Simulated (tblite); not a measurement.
Compound: C4H9ClO2Si.
Z-matrix (Å and degrees, GFN2-xTB geometry), rows numbered from 1:
```
C 
C   1  1.5159
Si  2  1.9252  1  113.05
Cl  2  1.8116  1  107.52  3  -114.52
C   2  1.5280  1  110.90  3   130.14
C   5  1.5031  2  110.40  1   -69.99
O   6  1.1993  5  126.60  2   112.38
O   6  1.3422  5  111.01  2   -67.20
H   1  1.0888  2  109.53  3   -66.74
H   1  1.0898  2  111.23  3   173.62
H   1  1.0878  2  110.62  3    52.91
H   3  1.4625  2  104.92  1   -71.37
H   3  1.4563  2  108.20  1   169.93
H   3  1.4618  2  110.09  1    45.33
H   5  1.0914  2  109.31  1   171.34
H   5  1.0923  2  110.75  1    50.75
H   8  0.9703  6  111.01  5   178.64
```

All values are computed: GFN2-xTB (tblite) harmonic vibrations without scaling, gas phase. This tight-binding method is rough: wavenumbers can miss measured ones by several per cent, in bad cases by 10 to 20. Modes of hydrogen on silicon can be 10 to 20 % off. One conformer, not necessarily the lowest.

Harmonic wavenumbers (cm⁻¹): 30.0, 79.3, 129.7, 164.0, 213.2, 224.6, 260.5, 272.4, 314.0, 333.4, 423.2, 511.0, 557.5, 565.7, 586.9, 627.5, 694.9, 739.8, 747.9, 790.5, 830.6, 911.4, 924.0, 971.2, 1052.5, 1074.5, 1140.1, 1171.9, 1213.9, 1234.6, 1275.3, 1412.7, 1447.2, 1484.2, 1494.0, 1803.5, 2274.4, 2291.0, 2331.9, 2982.9, 2985.2, 3008.1, 3020.1, 3034.7, 3439.8.

A = 2075, B = 1017, C = 845.7 MHz; mass 152.006 u (most abundant isotopes); point group C1, symmetry number 1.

Task: What is the zero-point energy?

Result: ½Σν̃ = 26538 cm⁻¹ = 317.46 kJ/mol.

Task: What is S at 298.15 K and 1 bar for an ideal gas of classical rigid rotors and harmonic oscillators?

Result: Translation 171.51, rotation 123.75, vibration 127.14: S = 422.4 J/(mol K).

Task: And Cp and H(298.15 K) − H(0)?

Result: Cp = 167.15 J/(mol K), of which vibrations give 133.89 (their classical limit is 45 R = 374.2); H(298.15 K) − H(0) = 30.06 kJ/mol without the zero-point energy, 20.15 from vibrations.

Task: Which modes carry the vibrational entropy at 298.15 K?

Result: 30.0 cm⁻¹: 24.39; 79.3 cm⁻¹: 16.35; 129.7 cm⁻¹: 12.34; 164.0 cm⁻¹: 10.47; 213.2 cm⁻¹: 8.44; 224.6 cm⁻¹: 8.04 J/(mol K); the other 39 give 47.10 together.

Task: What must be added to the electronic energy to get the Gibbs energy at 298.15 K and 1 bar?

Result: ZPE + [H(298.15 K) − H(0)] − T·S = 317.46 + 30.06 − 125.94 = 221.58 kJ/mol.

Task: Blend soft modes into free rotors: weight 1/[1 + (100 cm⁻¹/ν̃)⁴] for the oscillator and the rest for a rotor with moment μB/(μ + B), μ = h/(8π²ν), B = 10⁻⁴⁴ kg m². What vibrational entropy results?

Result: 116.97 J/(mol K) in place of 127.14, which changes −T·S at 298.15 K by +3.03 kJ/mol.

Task: How do the functions run with temperature in this model?

Result: 
```csv
T (K),S (J/(mol K)),Cp (J/(mol K)),H − H(0) (kJ/mol),G − H(0) (kJ/mol),ln q(vib)
50,250.4,53.0,2.10,-10.42,0.69
100,295.1,78.9,5.40,-24.11,1.86
373.15,463.0,195.1,43.67,-129.10,9.20
500,525.7,233.8,70.98,-191.89,12.58
750,631.2,286.0,136.47,-336.96,18.83
1000,718.4,319.5,212.44,-505.99,24.50
```

q(vib) and H(0) count from the zero-point level.

Hindered rotation and anharmonicity are outside this model. Other conformers, if any are populated, would add a mixing term that is left out. The structure is chiral; the term R ln 2 for an equal mix with its mirror image is left out.
